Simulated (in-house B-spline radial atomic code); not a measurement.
**Pb3+: [Ar] 3d10 4s2 (4p1/2)2 (4p3/2)3 4d10 4f14 5s2 5p6 5d10 6s2 (with a hole in an inner shell)**

Method: Dirac-Kohn-Sham B3LYP, spherical fractional occupations, Fermi nucleus of rms radius 5.5012 fm. Calculated with a B-spline radial code for spherical atoms.

Effective charges: Z_r = [3n² - l(l+1)]/(2<r>) from the radius, Z_e = n√(-2ε) from the energy, and Slater's rules. Values are occupation-weighted means over j. An effective charge above Z reflects the relativistic contraction of the inner shells.

| shell | electrons | ε (eV) | <r> (bohr) | Z_r | Z_e | Slater |
| --- | --- | --- | --- | --- | --- | --- |
| 1s | 2 | -88116 | 0.01606 | 93.42 | 80.48 | 81.70 |
| 2s | 2 | -15827 | 0.06691 | 89.67 | 68.21 | 77.85 |
| 2p | 6 | -13743 | 0.06082 | 82.21 | 63.56 | 77.85 |
| 3s | 2 | -3853.1 | 0.1739 | 77.63 | 50.49 | 70.75 |
| 3p | 6 | -3243.4 | 0.1752 | 71.34 | 46.32 | 70.75 |
| 3d | 10 | -2551.3 | 0.1599 | 65.67 | 41.08 | 60.85 |
| 4s | 2 | -916.7 | 0.3832 | 62.63 | 32.83 | 54.60 |
| 4p | 5 | -720.1 | 0.4046 | 56.85 | 29.10 | 54.60 |
| 4d | 10 | -458.3 | 0.4284 | 49.02 | 23.22 | 43.85 |
| 5s | 2 | -187.01 | 0.844 | 44.43 | 18.54 | 25.20 |
| 4f | 14 | -185.63 | 0.4466 | 40.31 | 14.77 | 32.45 |
| 5p | 6 | -127.89 | 0.9556 | 38.20 | 15.33 | 25.20 |
| 5d | 10 | -56.731 | 1.226 | 28.14 | 10.21 | 11.85 |
| 6s | 2 | -40.516 | 2.047 | 26.38 | 10.35 | 7.35 |

The least bound orbital is 6s1/2 at -40.52 eV, and it is also the most diffuse (<r> = 2.047 bohr). The part-filled 4p shell lies below the filled 6s shell in orbital energy.

For the 1s electron the small component carries 9.78 % of the norm, the zero-frequency Breit interaction raises the level by 343.3 eV, self-energy by 223.1 eV, and vacuum polarisation lowers it by 47.6 eV.

Caution: exact exchange at fractional occupations of open shells leaves self-interaction of up to several eV.
